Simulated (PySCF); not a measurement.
## Molecular orbitals of GaC

PBE0 at R = 2.022 Å; basis Ga cc-pVDZ-PP with ECP10, C cc-pVDZ; scalar-relativistic core potentials; PySCF 2.14. State: ⁴Σ⁻ (quartet), unpaired electrons σ ↑, π ↑↑. Only the outer orbitals are listed, counted within each symmetry, core potentials removing the inner ones.

```csv
spin,orbital,occ.,ε (eV),on Ga (%),main shells (%)
α,5σ,1,-16.88,19,"79 C s, 12 Ga s"
α,6σ,1,-10.25,63,"62 Ga s, 25 C p, 13 C s"
α,3π,1,-6.83,17,"83 C p, 15 Ga p"
α,3π,1,-6.83,17,"83 C p, 15 Ga p"
α,7σ,1,-6.41,51,"49 C p, 28 Ga p, 22 Ga s"
α,4π,0,-1.29,87,"86 Ga p, 13 C p"
α,4π,0,-1.29,87,"86 Ga p, 13 C p"
α,8σ,0,1.28,101,89 Ga p
β,5σ,1,-13.49,37,"60 C s, 29 Ga s"
β,6σ,1,-8.29,72,"63 Ga s, 24 C s"
β,3π,0,-2.43,69,"68 Ga p, 31 C p"
β,3π,0,-2.43,69,"68 Ga p, 31 C p"
β,7σ,0,-2.12,38,"55 C p, 32 Ga p"
```

Which are the highest filled and the lowest empty level, where do they sit, and how wide is the gap?

Highest filled α 7σ at -6.41 eV (in %: 49 C p, 28 Ga p, 22 Ga s); lowest empty β 3π at -2.43 eV (in %: 68 Ga p, 31 C p); the gap at PBE0 is 3.98 eV.

- bond order (Mayer): 1.34
- ⟨S²⟩: 3.754
- charge on Ga (Mulliken, basis-dependent): 0.27
- charge on Ga (Löwdin, basis-dependent): 0.23
- dipole moment (positive dipole means Ga(−)C(+)): -2.07 D
- polarisability along the bond: 61.4 bohr³
- polarisability across the bond: 31.6 bohr³

Shares are Mulliken populations and can fall outside 0 to 100 %.

Spin–orbit coupling is left out. The state was picked by a PBE0 search and need not be the measured ground state.
